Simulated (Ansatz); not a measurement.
## Telling isomers of CH4OSe apart by their spectra

These gas-phase data were calculated for one isomer of CH4OSe at B3LYP-D3(BJ)/6-311G** (harmonic, unscaled wavenumbers; equilibrium rotational constants with average atomic masses):

| Property | Result |
| --- | --- |
| rotational constants | 12.36, 7.035, 4.685 GHz |
| all wavenumbers above 1500 cm⁻¹ | 3810, 3152, 3133, 3044 |

Candidates:

(1) `C[Se]O`, a singlet
(2) `OC[SeH]`, a singlet

Problem. Which candidate do the data belong to?

Solution. Candidate (1). 3 modes lie between 2750 and 3290 cm⁻¹, one for each C–H bond, while (2) has 2.

The same quantities for all candidates:

```
     rotational constants (GHz)  wavenumbers above 1500 cm⁻¹  E above the lowest, B3LYP-D3(BJ)/6-311G** (kcal/mol)
(1)         12.36, 7.035, 4.685       3810, 3152, 3133, 3044                                                   6.5
(2)         32.46, 3.577, 3.387       3808, 3147, 3025, 2397                                                   0.0
```

Harmonic stretches to hydrogen usually lie a few per cent above observed fundamentals. Each candidate is one conformer. Programs: Ansatz 0.2.0.
